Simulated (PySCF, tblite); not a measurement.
Isomers of C6H14NPSi, one GFN2-xTB conformer each. Single-point energies are computed at PBE0/pcSseg-1 (PySCF, gas phase, no added dispersion term), electronic only.

```json
{"SMILES": "CC#C[P@@](C)(CC)=N[SiH3]", "GFN2-xTB relative energy (kJ/mol)": "207.9"}
{"SMILES": "C#CCP([SiH3])CN(C)C", "GFN2-xTB relative energy (kJ/mol)": "319.3"}
{"SMILES": "[SiH3]N=[P@]12CC[C@H](CC1)C2", "GFN2-xTB relative energy (kJ/mol)": "0.0"}
{"SMILES": "CC(C)(CC#N)C[SiH2]P", "GFN2-xTB relative energy (kJ/mol)": "207.0"}
```

Conformers: `[CH3:1][C:2]#[C:3][P@@:4]([CH3:5])([CH2:6][CH3:7])=[N:8][SiH3:9]` with C3–P4–C6–C7 180°; `[CH:1]#[C:2][CH2:3][P:4]([SiH3:5])[CH2:6][N:7]([CH3:8])[CH3:9]` with C2–C3–P4–Si5 -47°, C3–P4–C6–N7 -142°, P4–C6–N7–C8 160°; `[CH3:1][C:2]([CH3:3])([CH2:4][C:5]#[N:6])[CH2:7][SiH2:8][PH2:9]` with C1–C2–C4–C5 65°, C1–C2–C7–Si8 -178°, C2–C7–Si8–P9 -178°, C7–Si8–P9–H -169° and -76°.

Q: What does PBE0/pcSseg-1 give for the same structures?

A: 
```tsv
SMILES	PBE0/pcSseg-1 E (Eh)	PBE0/pcSseg-1 (kJ/mol)	GFN2-xTB (kJ/mol)	point group
[SiH3]N=[P@]12CC[C@H](CC1)C2	-922.01488	0.0	0.0	C1
CC(C)(CC#N)C[SiH2]P	-921.98904	67.8	207.0	C1
CC#C[P@@](C)(CC)=N[SiH3]	-921.94992	170.5	207.9	C1
C#CCP([SiH3])CN(C)C	-921.90061	300.0	319.3	C1
```

Both levels put the same isomer lowest; measured from each level's own lowest isomer, the values differ by up to 139.2 kJ/mol (CC(C)(CC#N)C[SiH2]P: 207.0 against 67.8). As drawn, the highest has a C≡C bond, which the lowest lacks.

Q: Which frontier levels, dipoles and rotational constants go with these structures?

A: 
| SMILES | HOMO (eV, PBE0/pcSseg-1) | LUMO (eV) | dipole (D) | A, B, C (MHz) |
| --- | --- | --- | --- | --- |
| [SiH3]N=[P@]12CC[C@H](CC1)C2 | -6.53 | 0.73 | 4.50 | 2563, 781.5, 722.8 |
| CC(C)(CC#N)C[SiH2]P | -7.52 | 0.13 | 3.62 | 1566, 649.7, 544.8 |
| CC#C[P@@](C)(CC)=N[SiH3] | -6.62 | 0.06 | 4.52 | 1237, 791.0, 609.6 |
| C#CCP([SiH3])CN(C)C | -6.39 | 0.40 | 2.06 | 1551, 830.1, 756.6 |

Q: What happens when harmonic zero-point energies from GFN2-xTB frequencies are added?

A: 
```
                      SMILES  ZPE (kJ/mol)  electronic (kJ/mol)  with ZPE (kJ/mol)
[SiH3]N=[P@]12CC[C@H](CC1)C2         486.0                  0.0                0.0
         CC(C)(CC#N)C[SiH2]P         474.7                 67.8               56.5
    CC#C[P@@](C)(CC)=N[SiH3]         464.8                170.5              149.3
         C#CCP([SiH3])CN(C)C         470.6                300.0              284.6
```

The zero-point energies span 21.2 kJ/mol. The order is unchanged.
